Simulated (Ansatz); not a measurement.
## Redistribution: C2H3BrF2 + C2H3Cl3 → C3H6F2 + CBrCl3

Species: C2H3BrF2 `FCC(F)Br`, singlet; C2H3Cl3 (1,1,1-trichloroethane) `CC(Cl)(Cl)Cl`, singlet; C3H6F2 `CC(F)CF`, singlet; CBrCl3 (bromotrichloromethane) `ClC(Cl)(Cl)Br`, singlet. The partners trade Br for CH3; both sit on C, so the bond types are kept.

Shapes, held fixed at every level: PBE0-D4/def2-TZVP. Flexible molecules stand in one conformer, not always the lowest. Programs: Ansatz 0.2.0. Electronic energies: no zero-point or thermal term.

```csv
level,kind,ΔE (kJ/mol),less CCSD(T)/def2-TZVPP
HF/def2-TZVPP,Hartree–Fock,+50.8,+8.6
B3LYP-D4/def2-TZVPP,global hybrid,+38.2,-4.0
PBE0-D4/def2-TZVPP,global hybrid,+39.6,-2.6
wB97M-V/def2-TZVPP,range-separated hybrid,+39.7,-2.5
MP2/def2-TZVPP,perturbation theory,+39.4,-2.8
CCSD/def2-TZVPP,coupled cluster or CI,+43.1,+0.9
CCSD(T)/def2-TZVPP,coupled cluster or CI,+42.2,0.0
```

The highest level, CCSD(T)/def2-TZVPP, gives ΔE = +42.2 kJ/mol; the levels span +38.2 to +50.8. The column of differences is taken from that level and isn't an error. No measured value is set beside it here. Relativity is left out for Br. Outer-core shells of Br are correlated in most correlated rows, in sets that cover them unevenly.
